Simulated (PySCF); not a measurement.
hydrogen sulfate (HO₄S), SMILES O=S(=O)(O)[O-], charge -1. Geometry optimised at PBE-D3(BJ)/def2-SVPD. One conformer was computed; it need not be the lowest.

Q: Give the equilibrium geometry at PBE-D3(BJ)/def2-SVPD (PySCF confirms it by a frequency run) as bond lengths and angles, and its point group. (The exact figures need the calculation; the answer reports its results.)

A: This is not unique; one that fits is point group Cs.
Atoms: O1 S2 O3 O4 O5 H6. Bonded distances (Å): O1–S2 1.746, O1–H6 0.976, S2–O3 1.509, S2–O4 1.496, S2–O5 1.496. Angles (°): S2–O1–H6 100.6, O1–S2–O3 101.3, O1–S2–O4 103.8, O1–S2–O5 103.8, O3–S2–O4 115.3, O3–S2–O5 115.3, O4–S2–O5 114.9.
Charge -1, spin multiplicity 1.
